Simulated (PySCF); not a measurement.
## Static response to an electric field

Species: C₂H₁₂N₂Si₃.
Geometry (GFN2-xTB, Å), atoms numbered from 1 in this order:
```xyz
19
C2H12N2Si3 angstrom
C      3.866    0.693    1.019
N      2.629    0.644    0.896
Si     1.582    0.139   -0.382
N      0.467   -0.886    0.444
Si    -0.970   -1.595   -0.206
C     -2.171   -0.278   -0.863
Si    -2.659    1.063    0.385
H      4.298    1.086    1.938
H      4.587    0.363    0.263
H      1.011    1.397   -0.874
H      2.157   -0.633   -1.489
H      0.520   -0.838    1.447
H     -0.562   -2.478   -1.306
H     -1.568   -2.359    0.892
H     -1.717    0.203   -1.730
H     -3.071   -0.773   -1.227
H     -3.632    1.974   -0.236
H     -3.289    0.452    1.559
H     -1.490    1.838    0.802
```

Level: CAM-B3LYP/def2-SVPD (PySCF), static field, nuclei fixed, core orbitals frozen in the response. The polarisability tensor in these axes (au):

```
x   139.40   0.48   5.54
y     0.48 108.84   5.71
z     5.54   5.71 103.68
```

Diagonalise the tensor; give its mean and Δα, where Δα² is half the sum of the squared differences of the eigenvalues.

Principal values 99.50, 112.12 and 140.30 au; mean 117.31 au = 17.38 Å³ = 19.34 × 10⁻⁴⁰ C²·m²/J; Δα = 36.18 au (31 % of the mean).

What is the dipole moment, and where does it point?

(1.31, -0.11, -0.31) D, 1.35 D in size, pointing from the negative to the positive side. Measured along this direction, the outermost atoms are H17 and H18 at the negative end and H9 at the positive end.

How large is μ²/3kT at 400 K beside α?

In Gaussian units μ²/3kT = 11.03 Å³ against 17.38 Å³, a ratio of 0.63; the Debye molar polarisation (4π/3)N_A(α + μ²/3kT) is 71.7 cm³/mol, leaving out the vibrational part.

Refractivity n − 1 of an ideal gas of it at 500 K and 1 atm, from the electronic α?

N = p/kT = 1.4678 × 10¹⁹ cm⁻³, so n − 1 = 2π × N × 17.38 × 10⁻²⁴ cm³ = 1603 × 10⁻⁶ at long wavelengths.

Find the Langevin capture rate constant for O2+ (31.990 u) meeting this molecule (148.031 u), k = 2.342 × 10⁻⁹ cm³/s × √(α in Å³ / reduced mass in u).

The reduced mass is 26.31 u, so k = 1.90 × 10⁻⁹ cm³/s. The formula leaves out the permanent dipole, which adds to the capture rate.

Rayleigh depolarisation ratio (linearly polarised light, static tensor)?

ρ = 3Δα²/(45ᾱ² + 4Δα²) = 3926.2/(619245 + 5235.0) = 0.00629.

Along which axes do the principal values lie, and how far do the nuclei extend along each?

Largest value along (0.99, 0.04, 0.16), where the nuclei span 8.13 Å; middle along (-0.12, 0.86, 0.50), 4.86 Å; least along (-0.11, -0.51, 0.85), 3.72 Å. The response follows the extents in order.

The structure is a single GFN2-xTB conformer in the gas phase; no vibrational or solvent corrections.
